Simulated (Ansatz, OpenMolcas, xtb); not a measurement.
**CH6GaN (SMILES [CH3][GaH][NH2]): methods side by side**

The species is CH6GaN (9 atoms), meant as a singlet with charge 0. As SMILES, `[CH3][GaH][NH2]`. The coordinates come from a PBE0-D4/def2-TZVP relaxation.

Each level gives the HOMO–LUMO gap (eV). The values are calculated.

```csv
level,kind,program,value (eV),CPU time
GFN2-xTB,semi-empirical,xtb,4.78,under 2 s
HF/6-31G* (spherical functions),Hartree–Fock,OpenMolcas,12.76,13 s
SVWN5/6-31G* (spherical functions),LDA,OpenMolcas,4.66,30 s
BLYP/6-31G* (spherical functions),GGA,Ansatz,4.64,5.6 s
M06-L/6-31G* (spherical functions),meta-GGA,OpenMolcas,5.21,53 s
B3LYP/6-31G* (spherical functions),global hybrid,OpenMolcas,6.31,40 s
BHLYP/6-31G* (spherical functions),global hybrid,OpenMolcas,8.79,36 s
CAM-B3LYP/6-31G* (spherical functions),range-separated hybrid,Ansatz,9.11,7.5 s
B2PLYP/6-31G* (spherical functions),double hybrid,Ansatz,9.00,9.9 s
```

All-electron rows without a relativistic Hamiltonian named are non-relativistic. The values span 4.64 to 12.76 eV. Orbital gaps aren't excitation energies, and those of double hybrids come from the SCF part alone; they tend to grow with the share of exact exchange. CPU times are rough (shared hosts, several kinds of processor): they show what a rung costs within a factor of a few.
